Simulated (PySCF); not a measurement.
## Spin-rotation constants: `[H]/P=C(/F)[SiH3]`, CH4FPSi

Geometry:
```
atom   x (Å)   y (Å)   z (Å)
  F1   0.380   2.050  -0.035
  C2   0.604   0.708  -0.019
 Si3  -1.009  -0.296   0.000
  P4   2.221   0.246  -0.003
  H5  -1.612  -0.149   1.325
  H6  -0.636  -1.684  -0.270
  H7  -1.875   0.259  -1.038
  H8   1.936  -1.124   0.015
```

Theory: GIAO B3LYP/pcSseg-1 magnetisability, rotational g tensor and spin-rotation constants, non-relativistic, gas phase in PySCF 2.14.0. Geometry: GFN2-xTB.

**Question.** Give the nuclear spin-rotation constants along the inertial axes (H = +C I·J) beside the isotropic shieldings.

**Answer.** Rotational constants 6.9216, 2.8760, 2.0808 GHz. A star marks the isotopologue with that one atom substituted, in its own axes.
```csv
atom,isotope,Caa (kHz),Cbb (kHz),Ccc (kHz),mean (kHz),σ (ppm)
F1,19F,17.868,7.316,0.264,8.482,166.0
P4,31P,11.909,10.071,2.680,8.220,81.5
H5,1H,-0.483,-0.276,0.045,-0.238,27.4
H6,1H,-0.648,0.121,-0.199,-0.242,27.6
H7,1H,-0.372,-0.192,-0.054,-0.206,27.5
H8,1H,-0.565,0.197,-0.246,-0.205,26.2
C2,13C*,3.142,2.418,0.608,2.056,-85.2
Si3,29Si*,-3.730,-1.532,-1.255,-2.172,408.2
```
For the geometry as given, no vibrational averaging.

**Question.** How do the rotational constants and the g tensor change when H5, H6, H7, H8 are replaced by deuterium?

**Answer.** Constants 6.1012, 2.6178, 1.9130 GHz; g -0.0694, -0.0413, -0.0204, against -0.0785, -0.0452, -0.0220 before.
